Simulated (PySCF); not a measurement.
# Ionisation energy of Ti(2+) by level of theory

Ti(2+) [Ar] 3d2 (3F) → Ti(3+) [Ar] 3d1 (2D), as a difference of total energies. Calculation: PySCF 2.14, in x2c-QZVPPall with one added diffuse shell each of s, p, d, f, g type (12s8p6d4f3g, 121 functions); the spin-free X2C one-electron Hamiltonian (Gaussian nucleus). Correlated levels: valence: [Ar] frozen; valence and next inner shell: [Ne] frozen. The calculations carry no spin-orbit coupling.

| method | ionisation energy (eV) |
| --- | --- |
| UHF | 26.625 |
| LDA | 28.069 |
| PBE | 27.987 |
| r2SCAN | 27.941 |
| M06 | 27.325 |
| PBEsol | 27.895 |
| LC-wPBE | 27.925 |
| MP2 (valence) | 26.757 |
| MP2 (valence and next inner shell) | 27.226 |
| SCS-MP2 (valence and next inner shell) | 27.126 |

**Question.** Estimate what SCS-MP2 (valence) gives.

**Answer.** 26.669 eV, closest to UHF among the rows shown.

**Question.** Estimate what PBE0 gives.

**Answer.** 27.863 eV, closest to PBEsol among the rows shown.

Errors of the correlated levels include the incompleteness of this basis and the frozen core.

For comparison: 27.492 eV (measured; NIST Atomic Spectra Database, ionization energies).
